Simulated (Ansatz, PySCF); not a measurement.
Gas-phase reaction (SMILES): ClC(Cl)Cl [chloroform] + 3 [H][H] (H2) → C (CH4) + 3 Cl (HCl); energy of full hydrogenation.

Structures are relaxed separately at B3LYP-D3(BJ)/def2-TZVP in Ansatz (a first-principles code). Correlated levels leave the core frozen unless marked. No spin-orbit coupling. No relativistic terms. CBS(X,Y): correlation extrapolated as X^-3; Hartree-Fock from the larger set. Thermal terms are rigid-rotor harmonic-oscillator values from B3LYP-D3(BJ) frequencies (PySCF) at 298.15 K and 1 atm. 1 Eh = 627.5095 kcal/mol.

| species | E, CCSD(T)/CBS(cc-pV(T+d)Z,cc-pV(Q+d)Z) (Ansatz) (Eh) | E, wB97M-V/def2-TZVPD (Ansatz) (Eh) | H - E (Eh) | G - E (Eh) |
|---|---|---|---|---|
| ClC(Cl)Cl | -1417.95946 | -1419.27154 | 0.02513 | -0.00853 |
| [H][H] (H2) | -1.17450 | -1.16077 | 0.01336 | -0.00144 |
| C (CH4) | -40.45816 | -40.49098 | 0.04840 | 0.02728 |
| Cl (HCl) | -460.37849 | -460.79070 | 0.01000 | -0.01120 |

Work out ΔE and ΔH, ΔG, ΔS and the equilibrium constant at 298.15 K at the first level, then ΔH at the second.


1. ΔE = [(-40.45816) + 3×(-460.37849)] - [(-1417.95946) + 3×(-1.17450)] = -0.11067 Eh = -69.4 kcal/mol at CCSD(T)/CBS(cc-pV(T+d)Z,cc-pV(Q+d)Z).
2. The terms H - E add up to 0.01319 Eh, so ΔH = (-0.11067 + (0.01319))×627.5095 = -61.2 kcal/mol.
3. The terms G - E add up to 0.00653 Eh, so ΔG = -65.3 kcal/mol, and ΔS = (0.01319 - (0.00653))×627509.5/298.15 = 14.0 cal/(mol K).
4. log10 K = -ΔG/(RT ln 10) = 47.9, with RT ln 10 = 1.3642 kcal/mol.
5. At wB97M-V/def2-TZVPD the same steps give ΔE = -68.5 and ΔH = -60.3 kcal/mol, a shift of +0.9 from the first level.
6. Tabulated enthalpies of formation (ClC(Cl)Cl -24.7 kcal/mol, ATcT 1.112; [H][H] (H2) 0.0 kcal/mol, zero by definition; C (CH4) -17.8 kcal/mol, ATcT 1.112; Cl (HCl) -22.0 kcal/mol, ATcT 1.112) give ΔH = -59.1, so the errors are -2.1 and -1.2 kcal/mol; the tables hold anharmonic motion, scalar relativity, which both levels lack, and core correlation, which the frozen-core level lacks.
